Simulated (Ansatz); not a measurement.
`[SiH3][SbH2]` and `Cl[SiH2][SbH2]` differ in one atom or group.

Ansatz, PBE0-D4/def2-TZVP geometries, multiplicity 1. 

Elements past krypton have def2 core potentials.

```json
{"property": "HOMO energy (B3LYP/def2-TZVPP) / eV", "`[SiH3][SbH2]`": "-7.07"}
{"property": "LUMO energy (B3LYP/def2-TZVPP) / eV", "`[SiH3][SbH2]`": "-0.69"}
{"property": "size of the dipole moment (B3LYP/def2-TZVPP) / D", "`[SiH3][SbH2]`": "0.28"}
{"property": "size of the dipole moment (PBE/def2-TZVPP) / D", "`[SiH3][SbH2]`": "0.23"}
{"property": "LUMO energy (ωB97M-V/def2-TZVPP) / eV", "`[SiH3][SbH2]`": "1.10"}
{"property": "HOMO energy (PBE/def2-TZVPP) / eV", "`[SiH3][SbH2]`": "-6.29"}
```

**Question.** What does the change do to each property? (Estimate.)

**Answer.** The calculation gave: 
```json
{"property": "HOMO energy (B3LYP/def2-TZVPP) / eV", "`Cl[SiH2][SbH2]`": "-7.16", "shift": "-0.09"}
{"property": "LUMO energy (B3LYP/def2-TZVPP) / eV", "`Cl[SiH2][SbH2]`": "-1.07", "shift": "-0.38"}
{"property": "size of the dipole moment (B3LYP/def2-TZVPP) / D", "`Cl[SiH2][SbH2]`": "1.55", "shift": "1.27"}
{"property": "size of the dipole moment (PBE/def2-TZVPP) / D", "`Cl[SiH2][SbH2]`": "1.42", "shift": "1.19"}
{"property": "LUMO energy (ωB97M-V/def2-TZVPP) / eV", "`Cl[SiH2][SbH2]`": "0.82", "shift": "-0.28"}
{"property": "HOMO energy (PBE/def2-TZVPP) / eV", "`Cl[SiH2][SbH2]`": "-6.35", "shift": "-0.06"}
```

With PBE0 the HOMO falls by 0.10 eV and the LUMO falls by 0.39 eV, so the gap narrows by about 0.29 eV. PBE moves the HOMO by -0.06 eV and ωB97M-V by -0.08 eV. Dipoles are sizes alone; their direction can turn.

B3LYP here is the variant with VWN-RPA as its local correlation; programs differ in this.

Spin–orbit coupling is left out; it splits and shifts lone-pair levels of the heavy atoms by tenths of an eV.
